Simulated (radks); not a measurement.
Coulomb parameter of the 5d shell of the osmium ion Os+ in the model configuration [Xe] 4f14 5d6 6s1, as a second difference U = [E(n + 0.5) + E(n - 0.5) - 2 E(n)] / (0.5)^2 with all orbitals relaxed. "Bare": the charge of the atom changes with n. "Screened": the 6s shell takes up the change at fixed total charge, which measures U(5d,5d) + U(6s,6s) - 2 U(5d,6s). All-electron calculation, scalar-relativistic Kohn-Sham, PBE, spin-unpolarised, spherical densities, point nucleus. Program: a radial shooting solver on a logarithmic mesh with Libxc functionals.

[
 {"case": "start", "configuration": "[Xe] 4f14 5d6 6s1", "E - E(n) (eV)": "0.000"},
 {"case": "bare +0.5", "configuration": "[Xe] 4f14 5d6.5 6s1", "E - E(n) (eV)": "-5.811"},
 {"case": "bare -0.5", "configuration": "[Xe] 4f14 5d5.5 6s1", "E - E(n) (eV)": "8.395"},
 {"case": "screened +0.5", "configuration": "[Xe] 4f14 5d6.5 6s0.5", "E - E(n) (eV)": "-0.382"},
 {"case": "screened -0.5", "configuration": "[Xe] 4f14 5d5.5 6s1.5", "E - E(n) (eV)": "0.623"}
]

U(bare) = 10.337 eV, U(screened by 6s) = 0.964 eV, against the Slater integral F0(5d,5d) = 14.104 eV with frozen orbitals.
